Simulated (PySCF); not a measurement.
This PySCF input asks for the NMR shieldings of `BC([SiH3])([SiH3])CCF`, C3H12BFSi2; the geometry comes from GFN2-xTB.

```python
import basis_set_exchange as bse
import numpy as np
from pyscf import gto, dft
from pyscf.prop import nmr

atoms = """
B     0.193161   -1.370082    1.128261
C    -0.249392   -0.250485    0.160673
Si   -0.757123    1.348011    1.085687
Si   -1.841625   -0.984014   -0.647268
C     0.726506    0.052373   -0.985030
C     2.031810    0.657824   -0.491178
F     2.917126    0.802897   -1.536083
H     1.109212   -2.060392    0.886826
H    -0.415536   -1.565698    2.110198
H    -1.958543    1.130704    1.891184
H     0.320087    1.792003    1.979830
H    -1.015509    2.396406    0.092140
H    -1.511655   -2.211176   -1.379412
H    -2.349753    0.005750   -1.602294
H    -2.865517   -1.278610    0.352685
H     0.972616   -0.868493   -1.521505
H     0.282741    0.743799   -1.708547
H     2.516956    0.010868    0.246425
H     1.884632    1.657565   -0.070055
"""
names = dict.fromkeys(["B", "C", "Si", "F", "H"], "pcSseg-1")
basis = {el: gto.basis.parse(bse.get_basis(n, elements=[el], fmt="nwchem")) for el, n in names.items()}
mol = gto.M(atom=atoms, basis=basis, charge=0, verbose=0)
mf = dft.RKS(mol, xc="PBE0")
mf.grids.level = 2
mf.grids.alignment = dft.numint.BLKSIZE   # the property module wants whole blocks of grid points
mf.conv_tol = 1e-9
mf.kernel()

calc = nmr.RKS(mf)   # GIAO
C = mf.mo_coeff
Co = C[:, mf.mo_occ > 0]
resp = mf.gen_response(singlet=True, hermi=2)
def vind(x):   # induced exchange potential for any number of trial vectors
    d = np.einsum("pi,xij,qj->xpq", C, 2 * x.reshape(-1, C.shape[1], Co.shape[1]), Co, optimize=True)
    return np.einsum("xpq,pi,qj->xij", resp(d - d.transpose(0, 2, 1)), C, Co, optimize=True).ravel()
mo1, _ = nmr.rhf.solve_mo1(calc, with_cphf=vind)
sigma = calc.kernel(mo1)
for i, s in enumerate(sigma):   # ppm
    print("%2d %-2s %9.2f" % (i, mol.atom_pure_symbol(i), np.trace(s) / 3))
```

Question: What does it print?

Answer: 
```
 0 B      19.49
 1 C     156.14
 2 Si    420.94
 3 Si    425.15
 4 C     146.64
 5 C      97.50
 6 F     408.09
 7 H      24.06
 8 H      24.53
 9 H      27.52
10 H      27.67
11 H      27.76
12 H      27.91
13 H      27.77
14 H      27.76
15 H      29.23
16 H      29.63
17 H      27.08
18 H      26.89
```

These numbers come from an equivalent density-fitted implementation of the same equations, which agrees with the script to about 0.01 ppm for H and up to a few tenths of a ppm for heavy atoms, so last digits may differ.

Size and cost of the density-fitted run: 193 basis functions, 51 s wall time on 1 thread of an Arm Neoverse N1, shared host; peak memory 0.86 GiB.
